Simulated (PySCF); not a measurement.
BO, SMILES [B]=O, multiplicity 2. Atoms are numbered in the order given.

```xyz
2

B      0.0000     0.0000    -0.7476
O      0.0000     0.0000     0.4672
```
Charge 0, spin multiplicity 2.

Geometry: PBE-D3(BJ)/def2-TZVPD.

Computed with PySCF with PBE-D3(BJ)/def2-TZVPD.

Harmonic, unscaled wavenumbers; measured fundamentals usually lie a few per cent lower.

Computed normal modes with their intensities:
```
mode  ν (cm⁻¹)  IR (km/mol)  moving atoms (share of kinetic energy)
----  --------  -----------  --------------------------------------
1         1853         32.0                          B 60 %, O 40 %
```
